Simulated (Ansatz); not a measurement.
Correlation energies of AsH$_{4}$NO (`N[AsH]O`) by basis set

Cartesian coordinates in Å:
```
N 0.181 -1.070 0.678
As 0.749 0.132 -0.575
O -0.643 1.278 -0.738
H -0.354 -1.834 0.293
H -0.298 -0.678 1.478
H 1.420 1.024 0.460
H -1.055 1.148 -1.596
```

Charge 0, multiplicity 1. Correlated methods include outer-core shells of As, which these sets cover unevenly. Scalar relativity is left out up to krypton. All single points use the PBE0-D4/def2-TZVP geometry. It is one conformer, not always the lowest. Frozen core, restricted reference, Ansatz.

```
     basis      HF (Eh)  MP2 corr.
  def2-SVP  -2365.45660   -0.59862
def2-TZVPP  -2365.91083   -0.73287
def2-QZVPP  -2365.96351   -1.05098
```

Question: Estimate the CCSD correlation energy and the (T) correction in each basis where they were run (hartree).

Answer: 
```csv
basis,CCSD corr.,(T)
def2-SVP,-0.61796,-0.01600
def2-TZVPP,-0.74614,-0.02818
```
